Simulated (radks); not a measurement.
Results of a calculation; reference values are marked as such.
Species: Lu II. Configuration: [Xe] 4f14 6s2 (the NIST ground configuration). Level of theory: scalar-relativistic Kohn-Sham, PBEsol, spin-polarised, spherical densities, point nucleus (a radial shooting solver on a logarithmic mesh with Libxc functionals).

Local quantities along the radius. ELF = 1/(1 + alpha^2) is the electron localisation function; alpha = (tau - tau_W)/tau_unif compares the Pauli kinetic energy density with that of the uniform gas (summed over spins); r v_xc is r times the local exchange-correlation potential of spin up (hartree bohr). tau is taken from the large components.

r (bohr)	ELF	alpha	r v_xc
0.0007083	0.999	0.02272	-0.09327
0.0008246	0.999	0.02295	-0.09897
0.00096	0.999	0.02331	-0.1061
0.001118	0.999	0.02385	-0.1148
0.001301	0.999	0.02459	-0.1251
0.001515	0.999	0.02557	-0.1372
0.001763	0.999	0.02685	-0.1510
0.002053	0.999	0.02851	-0.1668
0.00239	0.999	0.03065	-0.1847
0.002782	0.999	0.03342	-0.2045
0.003239	0.999	0.03702	-0.2264
0.003801	0.998	0.04204	-0.2517
0.004425	0.998	0.04843	-0.2776
0.005151	0.997	0.05710	-0.3052
0.005997	0.995	0.06907	-0.3341
0.006981	0.993	0.08603	-0.3637
0.008127	0.988	0.1107	-0.3934
0.009461	0.979	0.1475	-0.4221
0.01101	0.960	0.2039	-0.4489
0.01282	0.921	0.2920	-0.4726
0.01493	0.844	0.4305	-0.4924
0.01738	0.709	0.6411	-0.5081
0.02023	0.536	0.9303	-0.5208
0.02355	0.394	1.241	-0.5339
0.02742	0.331	1.421	-0.5553
0.03192	0.357	1.343	-0.5962
0.03716	0.462	1.079	-0.6594
0.04326	0.602	0.8136	-0.7334
0.05036	0.707	0.6442	-0.8031
0.05863	0.743	0.5877	-0.8576
0.06825	0.702	0.6516	-0.8897
0.07945	0.572	0.8648	-0.8990
0.09324	0.402	1.218	-0.8977
0.1085	0.343	1.385	-0.9215
0.1264	0.430	1.150	-1.005
0.1471	0.601	0.8154	-1.111
0.1713	0.715	0.6320	-1.193
0.1994	0.713	0.6345	-1.214
0.2321	0.557	0.8909	-1.169
0.2702	0.316	1.472	-1.091
0.3146	0.265	1.664	-1.098
0.3662	0.450	1.105	-1.234
0.4263	0.655	0.7264	-1.358
0.4963	0.712	0.6357	-1.422
0.5778	0.657	0.7230	-1.401
0.6726	0.518	0.9637	-1.318
0.783	0.384	1.268	-1.223
0.9116	0.356	1.346	-1.170
1.061	0.436	1.137	-1.157
1.235	0.533	0.9361	-1.136
1.438	0.547	0.9109	-1.076
1.674	0.439	1.131	-0.9722
1.949	0.254	1.714	-0.8469
2.287	0.141	2.469	-0.7396
2.663	0.174	2.177	-0.7111
3.1	0.424	1.167	-0.7271
3.609	0.796	0.5065	-0.7143
4.201	0.952	0.2252	-0.6261
4.891	0.987	0.1140	-0.4897
5.694	0.995	0.06836	-0.4067
6.629	0.997	0.05064	-0.3424
7.717	0.998	0.04848	-0.2428
8.984	0.996	0.06051	-0.1417

On this mesh the ELF has minima near r = 0.027, 0.11, 0.31, 0.91, 2.3 bohr, which separate the shells, and maxima near 0.059 (0.74), 0.17 (0.71), 0.50 (0.71), 1.4 (0.55).
